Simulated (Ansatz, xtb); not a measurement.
**C2H6MgSn: which of two conformers lies lower**

We compare X, `C[CH2][Sn][MgH]`, a singlet, with Y, `C[CH2][Sn][MgH]`, a singlet. Both are isolated molecules in the gas phase, relaxed with B3LYP-D3(BJ)/def2-SVP.

X (Å):

```csv
atom,x (Å),y (Å),z (Å)
C,-0.3176,0.3482,-0.0459
C,-1.3227,0.9332,-1.0377
Mg,-4.2581,1.5338,-3.3208
Sn,-3.0911,-0.4073,-1.4585
H,0.5342,1.0283,0.1386
H,0.1005,-0.6064,-0.4067
H,-0.7852,0.1399,0.9310
H,-0.8455,1.1583,-2.0093
H,-1.7246,1.8995,-0.6811
H,-4.9579,2.6624,-4.4181
```

Y (Å):

```tsv
atom	x (Å)	y (Å)	z (Å)
C	0.2201	0.2790	-0.7291
C	0.0041	-0.1653	-2.1748
Mg	0.3905	-3.1531	0.0633
Sn	-0.0594	-2.3527	-2.7239
H	1.1833	-0.0861	-0.3314
H	-0.5737	-0.1032	-0.0636
H	0.2266	1.3795	-0.6161
H	0.7856	0.2510	-2.8385
H	-0.9457	0.2367	-2.5755
H	0.6547	-3.6146	1.7010
```

Question: Which of the two would you expect CCSD(T)/def2-SVP + ΔMP2/def2-TZVPP electronic energies to favour?

Answer: Too close to call at this level: CCSD(T)/def2-SVP + ΔMP2/def2-TZVPP gives E(Y) − E(X) = +0.16 kcal/mol.

How the difference moves with the method:

```
                             level               geometry  E(Y) − E(X) (kcal/mol)  departure from the last row (kcal/mol)  job, with rough time for the two
             B3LYP-D3(BJ)/def2-SVP  B3LYP-D3(BJ)/def2-SVP                     −0.22                                   −0.38             optimisation, 2.4 min
                       HF/def2-SVP  B3LYP-D3(BJ)/def2-SVP                     +0.83                                   +0.67           part of the CCSD(T) run
                      MP2/def2-SVP  B3LYP-D3(BJ)/def2-SVP                     +0.14                                   −0.02           part of the CCSD(T) run
                  CCSD(T)/def2-SVP  B3LYP-D3(BJ)/def2-SVP                     +0.15                                   −0.01                      single point
CCSD(T)/def2-SVP + ΔMP2/def2-TZVPP  B3LYP-D3(BJ)/def2-SVP                     +0.16                                                        single point, 77 s
```

The largest departure from CCSD(T)/def2-SVP + ΔMP2/def2-TZVPP is that of HF/def2-SVP, 0.67 kcal/mol. Levels run at GFN2-xTB geometries aren't shown. The last row adds to CCSD(T) the change of the MP2 difference between the two basis sets, here +0.01 kcal/mol.

With harmonic frequencies from B3LYP-D3(BJ)/def2-SVP (ideal gas, rigid rotor, one conformer each, 298.15 K, 1 atm): on the last row, ΔE + ΔZPE = +0.14 kcal/mol. A mode under 50 cm⁻¹ makes harmonic enthalpies and free energies unreliable, so none is given.

The correlated steps freeze 7 core orbitals; the filled d shell of Sn is correlated; the last core shell of Mg is correlated, in a basis made for valence electrons. Atoms past krypton carry core potentials in the def2 sets and no spin–orbit term is included. Codes used: Ansatz 0.2.0; the last row on 2 threads of Intel(R) Xeon(R) Processor @ 2.70GHz on a shared host.
